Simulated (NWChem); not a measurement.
System: C4H4F2; SMILES [C@H]1(F)CC(=C1)F

```xyz
10

F      0.0378    -2.2430    -0.2298
C      0.0615    -0.9458    -0.0298
C      1.0474    -0.0635     0.1638
C      0.0366     1.0213     0.4278
F      0.0685     2.0921    -0.4242
C     -1.0910    -0.0069     0.1226
H      2.1357    -0.1006     0.1895
H      0.0199     1.4110     1.4602
H     -1.6331     0.2361    -0.8037
H     -1.8068    -0.2188     0.9332
```
Atoms are numbered in this order, from 1.

Geometry: optimised at PBE0/def2-SVP.

 States above −ε(HOMO) = 6.5 eV lie in this functional's continuum and hang on the basis.

Question: List the 4 lowest vertical singlet excitations from PBE/6-31+G* (spherical d), full TDDFT (NWChem).

Answer: 
| state | energy (eV) | oscillator strength | leading excitation (squared amplitude) |
|---|---|---|---|
| S1 | 6.43 | 0.017 | HOMO → LUMO+1 (0.92) |
| S2 | 6.66 | 0.074 | HOMO → LUMO (0.46) |
| S3 | 6.69 | 0.027 | HOMO → LUMO+2 (0.80) |
| S4 | 6.99 | 0.016 | HOMO → LUMO+3 (0.74) |
